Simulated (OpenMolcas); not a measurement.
## Ta4+: moving or changing the point charges

Ta4+ among 6 point charges of -1.5 e arranged as an octahedron (Oh), 1.89 Å from the ion.
```
   1.8900    0.0000    0.0000  -1.50
   0.0000    1.8900    0.0000  -1.50
  -1.8900    0.0000    0.0000  -1.50
   0.0000   -1.8900    0.0000  -1.50
   0.0000    0.0000    1.8900  -1.50
   0.0000    0.0000   -1.8900  -1.50
```

```
Program             : OpenMolcas 26.06
Method              : CASSCF
Basis               : ANO-RCC-VDZP [7s6p4d2f1g]
Scalar Hamiltonian  : DKH2, point nucleus
Active space        : 1 electron in 5 orbitals (5d)
State averaging     : 2S+1 = 2 even, 5 roots
Spin-orbit coupling : state interaction with AMFI integrals over the reference wave functions
```

Runs around this geometry, states (labels of O, the rotations of Oh). Energies in cm-1 above the lowest state or level, χT in cm3 K/mol; under a threefold ground state the first gap can be a small split of the lowest multiplet, not the spin-orbit step; 10Dq is the gap between the two states.

```csv
R (Å),q (e),Ground state,First state of that spin,10Dq,First gap with spin-orbit (degeneracies),χT at 300 K
1.89,-0.98,2T2,2E 12603,12603,"5188 (4, 2)",0.120
1.89,-1.5,2T2,2E 20060,20060,"4427 (4, 2)",0.078
2.04,-1.5,2T2,2E 14298,14298,"5010 (4, 2)",0.107
```

Taking |10Dq| as R^-n, n = -ln(14298 / 20060) / ln(2.04 / 1.89) = 4.4 between the shortest and longest distance. The point-charge formula for a cubic d site gives n = 5.

Scaling the charges by -0.98 / -1.5 = 0.65 scales |10Dq| by 12603 / 20060 = 0.63; with fixed orbitals a first-order splitting would follow the charge.

An orbital triplet at a regular site is open to Jahn-Teller coupling, which can distort the site and quench the lowest spin-orbit gaps and is left out. This field is weak: 10Dq is about 12603 cm-1, while octahedral complexes of 5d ions of charge 3 and more, computed by the same method with explicit ligands, had a median near 35000 cm-1. Ground spin and moment need not be those of a real site (figures for R = 1.89, q = -0.98; the like holds for R = 1.89, q = -1.5, R = 2.04, q = -1.5). This is an electrostatic model: the charges have no orbitals. No measured value stands beside these numbers.
